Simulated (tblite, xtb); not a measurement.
F2Sr (SMILES [F][Sr][F]), singlet, at a GFN2-xTB geometry (such geometries of metal compounds can be far from the true shape). Base run: GFN1-xTB (xtb).

xtb was given this input:
```
$ xtb mol.xyz --gfn 1 --json

# file mol.xyz
3

Sr    -0.41021296    -0.09466902    -0.03657170
F      0.68751268     1.35864233    -0.92031756
F      1.04449760    -0.95892868     1.07473142
```

Programs used: tblite, xtb; a row that names a program was run with it.

The base run was repeated with changes; each row names its change, and settings that it needs were set with it.

```tsv
change	ΔE vs base (kJ/mol)	HOMO-LUMO gap (eV)	dipole (D)	G_solv (kcal/mol)	SCF cycles
base	0.00	3.28	9.62	-	21
alpb = benzene	-82.4	3.37	9.74	-19.82	20
etemp = 10000	-89.1	4.31	7.81	-	26
file = coord	0.00	3.28	9.62	-	21
program = tblite; method = gfn1; option = (--guess, eeq)	0.00	-	-	-	-
etemp = 5000	-6.82	3.44	9.30	-	25
alpb = hexane	-40.1	3.42	9.80	-9.87	18
program = tblite; method = gfn1; option = (--efield, 0,0,0.1)	1.58	-	-	-	-
acc = 0.1	0.00	3.28	9.62	-	21
program = tblite; method = gfn1; option = (--alpb, water)	-90.0	-	-	-	-
```

ALPB and GBSA are two models with their own fitted parameters for each solvent, which aren't always the measured dielectric constant.
